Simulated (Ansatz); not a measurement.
System: CH6OSi, net charge 0, singlet state. 
Geometry from a B3LYP-D3(BJ)/def2-TZVP (Ansatz, a first-principles code) optimisation:
```
O
C 1 1.4184
H 2 1.0897 1 108.09
H 2 1.0949 3 108.68 1 120.91
H 2 1.0949 3 108.68 4 118.17
Si 1 1.6455 2 123.36 3 180.00
H 6 1.4759 1 106.49 2 -180.00
H 6 1.4858 7 110.32 1 -120.46
H 6 1.4858 7 110.32 8 -119.08
```
Charge 0, spin multiplicity 1.

Quantity: atomisation energy (electronic, to ground-state atoms), in kJ/mol. Cores are frozen in the correlated levels unless marked. Open shells are spin-unrestricted. Spin-orbit coupling is left out. No relativistic terms. The coupled-cluster limit lacks core correlation, which all-electron functionals hold. CBS marks a two-point X^-3 extrapolation of the correlation energy; Hartree-Fock from the larger set (for Q and 5 zeta extrapolated as (X+1)exp(-9√X)).

```tsv
level	program	atomisation energy (kJ/mol)
PBE0-D3(BJ)/def2-TZVPD	Ansatz + dftd3	3076.4
PBE0-D4/def2-TZVPD	Ansatz + dftd4	3075.6
r2SCAN0-D4/def2-TZVPD	Ansatz + dftd4	3064.5
CAM-B3LYP-D4/def2-TZVPD	Ansatz + dftd4	[?]
CCSD/aug-cc-pV(Q+d)Z	Ansatz	3058.6
CCSD(T)/CBS(cc-pV(Q+d)Z,cc-pV(5+d)Z)	Ansatz	3113.8
```

### Question
What belongs in the gaps?

### Answer

- CAM-B3LYP-D4/def2-TZVPD, atomisation energy (kJ/mol): 3125.4
